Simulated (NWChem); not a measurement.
Molecule: GeHClF2; SMILES [F][GeH]([F])[Cl]

All runs: NWChem. Geometry: optimised at PBE0/def2-SVP. Ions are spin-unrestricted doublets at the neutral geometry; other ion states weren't tried.

What does the run give for PBE0/def2-SVP? Quantities: vertical ionisation energy, ΔSCF (eV); −ε(HOMO) (eV).

The vertical ionisation energy, ΔSCF (eV) comes out as 12.56 and the −ε(HOMO) (eV) is 9.85.
